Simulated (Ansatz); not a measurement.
A structure relaxed at B3LYP-D4/def2-TZVP in Ansatz, charge 0, singlet:

```xyz
3

Hf   -0.1417   -0.6116    0.3150
O    -1.1007    0.8923    0.4543
O     1.2424   -0.2807   -0.7693
```

Q: Give its formula and point group.

A: HfO₂ (the lowest singlet isomer of a short search). Point group C2v (tolerance 0.1 Å).

Q: Summarise the bond lengths by kind (pairs closer than 1.2 times the sum of covalent radii, bridged metal pairs left out).

A: 2 × Hf–O 1.79 Å. The metal has 2 neighbours: O 1.79 Å, O 1.79 Å.

In the def2 sets Hf takes a core potential; there is no spin–orbit coupling. The structure comes from a short search, and lower isomers may exist.
